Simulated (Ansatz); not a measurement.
Computed with Ansatz on PBE0-D4/def2-TZVP structures; ΔE is electronic, products minus reactants. CCSD(T)/CBS adds triple-zeta CCSD(T) − MP2 to the extrapolated MP2 energy (def2 sets, frozen cores). DFT in def2-TZVPP. Elements past krypton have def2 core potentials. For Br, Sb, Sn outer-core shells are correlated without core-valence functions, which leaves a few kJ/mol of doubt a bond. Scalar relativity is left out up to krypton. Each species was taken in one conformer, which may not be the lowest.

`[CH3][SbH][CH3]` + `[OH][SnH2][Br]` → `C[O][SnH2][Br]` + `[CH3][SbH2]`  (substitution at a C–Sb bond)

CCSD(T)/CBS gives +19.3 kcal/mol.

Task: Another level gave +17.6 kcal/mol. Which?
A. SCS-MP2/def2-TZVPP
B. LC-ωPBE/def2-TZVPP
C. HF/def2-TZVPP
D. CAM-B3LYP-D4/def2-TZVPP

Result: B. LC-ωPBE 17.6, CAM-B3LYP-D4 16.1, HF/def2-TZVPP 15.0, SCS-MP2/def2-TZVPP 18.7 kcal/mol.

Largest T1 diagnostic among the species: 0.013.

Leaving LDA and LC-ωPBE aside and taking each functional with its dispersion term where it has one, the values, not all of them listed here, spread over 2.4 kcal/mol, from CAM-B3LYP-D4 to PBE-QIDH. LDA lies −1.3 kcal/mol from PBE without D4. In def2-TZVPP, CCSD(T) changes the Hartree–Fock value by +3.0 kcal/mol (the triples alone add +0.3 kcal/mol) and MP2 by +5.3 kcal/mol. At CCSD(T), def2-SVP lies −7.3 kcal/mol from the extrapolated value and def2-TZVPP −1.3 kcal/mol.
